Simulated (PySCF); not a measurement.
A series of related molecules.

All values: PBE0/def2-SVPD (PySCF) at GFN2-xTB geometries, gas phase, one conformer each. Core orbitals are frozen in the response; Δα² is half the sum of the squared differences of the principal polarisabilities.

Problem. Rank by polarisability anisotropy Δα, highest first.
A. `[CH2:1]=[N:2][C:3](=[CH2:4])[O:5][SiH2:6][O:7][CH3:8]` with C1–N2–C3–C4 -46°, N2–C3–O5–Si6 -1°, C3–O5–Si6–O7 -67°, O5–Si6–O7–C8 -177°
B. `[CH2:1]=[N:2][C:3](=[CH2:4])[O:5][SiH2:6][CH:7]=[O:8]` with C1–N2–C3–C4 38°, N2–C3–O5–Si6 4°, C3–O5–Si6–C7 -26°, O5–Si6–C7–O8 126°
C. `[CH2:1]=[N:2][C:3](=[CH2:4])[O:5][SiH2:6][C:7]#[N:8]` with C1–N2–C3–C4 178°, N2–C3–O5–Si6 -172°, C3–O5–Si6–C7 -60°

Solution. C (6.48 Å³), B (5.91 Å³), A (5.00 Å³).

Problem. Rank by HOMO–LUMO gap, highest first.
A. `C=NC(=C)O[SiH2]C#N`
B. `CN[SiH2]OC(N=C)=C`
C. `C=NC(=C)O[SiH2]C=O`

Solution. A (5.73 eV), B (5.21 eV), C (4.42 eV).

All values together:

```csv
SMILES,formula,μ (D),HOMO (eV),LUMO (eV),α (Å³),Δα (Å³),electrons,α per electron (Å³)
C=NC(=C)O[SiH2]C=O,C4H7NO2Si,2.70,-6.47,-2.05,13.75,5.91,68,0.202
C=NC(=C)O[SiH2]C#N,C4H6N2OSi,3.60,-7.33,-1.60,13.19,6.48,66,0.200
C=NC(=C)O[SiH2]C,C4H9NOSi,2.01,-6.87,-1.23,13.20,6.29,62,0.213
C=NC(=C)O[SiH2]NC,C4H10N2OSi,2.10,-6.50,-1.29,14.22,5.72,70,0.203
C=NC(=C)O[SiH2]OC,C4H9NO2Si,2.11,-6.57,-1.30,13.42,5.00,70,0.192
```

Conformers: `[CH2:1]=[N:2][C:3](=[CH2:4])[O:5][SiH2:6][CH:7]=[O:8]` with C1–N2–C3–C4 38°, N2–C3–O5–Si6 4°, C3–O5–Si6–C7 -26°, O5–Si6–C7–O8 126°; `[CH2:1]=[N:2][C:3](=[CH2:4])[O:5][SiH2:6][C:7]#[N:8]` with C1–N2–C3–C4 178°, N2–C3–O5–Si6 -172°, C3–O5–Si6–C7 -60°; `[CH2:1]=[N:2][C:3](=[CH2:4])[O:5][SiH2:6][CH3:7]` with C1–N2–C3–C4 179°, N2–C3–O5–Si6 173°, C3–O5–Si6–C7 -178°; `[CH2:1]=[N:2][C:3](=[CH2:4])[O:5][SiH2:6][NH:7][CH3:8]` with C1–N2–C3–C4 -45°, N2–C3–O5–Si6 -22°, C3–O5–Si6–N7 44°, O5–Si6–N7–C8 173°; `[CH2:1]=[N:2][C:3](=[CH2:4])[O:5][SiH2:6][O:7][CH3:8]` with C1–N2–C3–C4 -46°, N2–C3–O5–Si6 -1°, C3–O5–Si6–O7 -67°, O5–Si6–O7–C8 -177°.
